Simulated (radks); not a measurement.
Problem. Coherent X-ray form factor from a spherical all-electron density. Calculated with a radial shooting solver on a logarithmic mesh with Libxc functionals: non-relativistic Kohn-Sham, exchange-only LDA, spin-polarised, spherical densities, point nucleus.

sin(theta)/lambda (1/angstrom)  f0 (electrons)
0.05                                    46.404
0.1                                     44.753
0.15                                    42.376
0.2                                     39.628
0.25                                    36.784
0.3                                     34.023
0.4                                     29.119
0.5                                     25.256
0.6                                     22.374
0.8                                     18.556
1                                       15.854
1.25                                    12.878
1.5                                     10.291
2                                        6.926

The species is in the configuration that NIST lists as its ground one. Which atom or ion scatters so?

Solution. The indium ion In2+, [Kr] 4d10 5s1. Extrapolating in s^2 from the first two rows gives f0(0) = 47.0, near the electron count 47; among species with that count, the fall with angle is slower the higher Z, and the table is that of Z = 49; from so few rows the species is fixed only to a neighbour or two.
